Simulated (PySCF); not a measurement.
Sn(H)(SiH3) (H4SiSn), SMILES [SiH3][SnH] (connectivity only; charge and spin as stated), neutral, multiplicity 1. Coordinates come from a B3LYP-D3(BJ)/def2-TZVP optimisation. The def2 effective core potentials stand for the cores of Sn; spin–orbit coupling is left out.

The numbers are results of B3LYP-D3(BJ)/def2-TZVP in PySCF 2.14.0, not measurements.

Harmonic wavenumbers (cm⁻¹): 89, 264, 337, 348, 580, 855, 938, 955, 1696, 2174, 2186, 2197. Rotational constants (GHz): 56.41, 2.706, 2.661; symmetry number 1.

Question: Work out the zero-point energy and the ideal-gas rigid-rotor harmonic-oscillator thermochemistry at 298.15 K and 1 atm.

Answer: ZPE = ½ Σ hcν = ½ × 12618 cm⁻¹ = 18.04 kcal/mol. H − E(el) = 21.85 kcal/mol. Entropy in cal/(mol K): translation 40.94, rotation 24.19, vibration 8.61, total 73.73. G − E(el) = -0.14 kcal/mol. Cp = 17.40 cal/(mol K). Modes under 150 cm⁻¹ make the vibrational entropy uncertain.
